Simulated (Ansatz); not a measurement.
Geometry optimisation, RKS PBE0-D4/6-31G* in Ansatz.

Input:

```yaml
crystal:
  periodic: [false, false, false]
  atoms:
    - { symbol: B, position_ang: [0.120263, 0.642738, -0.32722] }
    - { symbol: Cl, position_ang: [0.637186, -0.31584, 2.546093] }
    - { symbol: "N", position_ang: [1.23833, -0.008722, -0.841678] }
    - { symbol: H, position_ang: [1.204885, -0.993126, -1.066778] }
    - { symbol: H, position_ang: [2.156093, 0.400301, -0.90392] }
    - { symbol: F, position_ang: [-1.052568, -0.000607, -0.256953] }
    - { symbol: P, position_ang: [0.086623, 2.536607, 0.012695] }
    - { symbol: H, position_ang: [-0.67851, 2.523425, 1.210692] }
    - { symbol: H, position_ang: [1.350123, 2.68697, 0.647466] }
    - { symbol: H, position_ang: [0.469174, 0.896354, 2.018303] }
basis:
  gaussian: { orbitals: "6-31G*" }
hamiltonian:
  xc: pbe0
  dispersion: d4
relax:
  f_tol: 0.03
  max_steps: 50
```

Run as:

```bash
$ ansatz run input.yaml --threads 2 --pin off --max-ram 3072MiB --backend cpu --events-out ev --progress --plain --runs-dir out
```

Problem. Where does it end, and by what steps?

Solution. The forces met the threshold. After 21 steps the energy has fallen by 0.267 eV; H10 moved furthest, 1.45 Å.

```json
{"step": "0", "energy less start (eV)": "0.0000", "largest force component (eV/Å)": "0.984", "accepted": "yes"}
{"step": "1", "energy less start (eV)": "-0.0673", "largest force component (eV/Å)": "0.802", "accepted": "yes"}
{"step": "2", "energy less start (eV)": "0.1347", "largest force component (eV/Å)": "2.108", "accepted": "no"}
{"step": "3", "energy less start (eV)": "-0.0933", "largest force component (eV/Å)": "0.582", "accepted": "yes"}
{"step": "4", "energy less start (eV)": "-0.0973", "largest force component (eV/Å)": "0.658", "accepted": "yes"}
{"step": "5", "energy less start (eV)": "-0.1200", "largest force component (eV/Å)": "0.161", "accepted": "yes"}
{"step": "6", "energy less start (eV)": "-0.1257", "largest force component (eV/Å)": "0.082", "accepted": "yes"}
{"step": "7", "energy less start (eV)": "-0.1295", "largest force component (eV/Å)": "0.371", "accepted": "yes"}
{"step": "8", "energy less start (eV)": "-0.1333", "largest force component (eV/Å)": "0.255", "accepted": "yes"}
{"step": "9", "energy less start (eV)": "-0.1354", "largest force component (eV/Å)": "0.171", "accepted": "yes"}
{"step": "10", "energy less start (eV)": "-0.1397", "largest force component (eV/Å)": "0.165", "accepted": "yes"}
{"step": "11", "energy less start (eV)": "-0.1434", "largest force component (eV/Å)": "0.374", "accepted": "yes"}
{"step": "12", "energy less start (eV)": "-0.1494", "largest force component (eV/Å)": "0.825", "accepted": "yes"}
{"step": "13", "energy less start (eV)": "-0.1719", "largest force component (eV/Å)": "0.844", "accepted": "yes"}
{"step": "14", "energy less start (eV)": "-0.2070", "largest force component (eV/Å)": "0.440", "accepted": "yes"}
{"step": "15", "energy less start (eV)": "-0.2378", "largest force component (eV/Å)": "0.214", "accepted": "yes"}
{"step": "16", "energy less start (eV)": "-0.2475", "largest force component (eV/Å)": "0.538", "accepted": "yes"}
{"step": "17", "energy less start (eV)": "-0.2572", "largest force component (eV/Å)": "0.298", "accepted": "yes"}
{"step": "18", "energy less start (eV)": "-0.2638", "largest force component (eV/Å)": "0.082", "accepted": "yes"}
{"step": "19", "energy less start (eV)": "-0.2663", "largest force component (eV/Å)": "0.069", "accepted": "yes"}
{"step": "20", "energy less start (eV)": "-0.2673", "largest force component (eV/Å)": "0.036", "accepted": "yes"}
{"step": "21", "energy less start (eV)": "-0.2675", "largest force component (eV/Å)": "0.021", "accepted": "yes"}
```

```xyz
10
Properties=species:S:1:pos:R:3
B -0.022 0.859 -0.430
Cl 1.279 -0.491 2.851
N 1.124 0.029 -0.342
H 1.082 -0.924 -0.682
H 2.058 0.415 -0.360
F -1.192 0.271 -0.686
P 0.048 2.784 -0.258
H -1.044 2.890 0.642
H 1.053 2.833 0.745
H 1.146 -0.299 1.559
```

Whether the end is a true minimum wasn't checked by a vibrational analysis.

Time of the run: 85 s on 2 threads of Intel(R) Xeon(R) Platinum 8259CL CPU @ 2.50GHz (Skylake/Cascade Lake), on a shared host, peak memory 0.22 GiB.
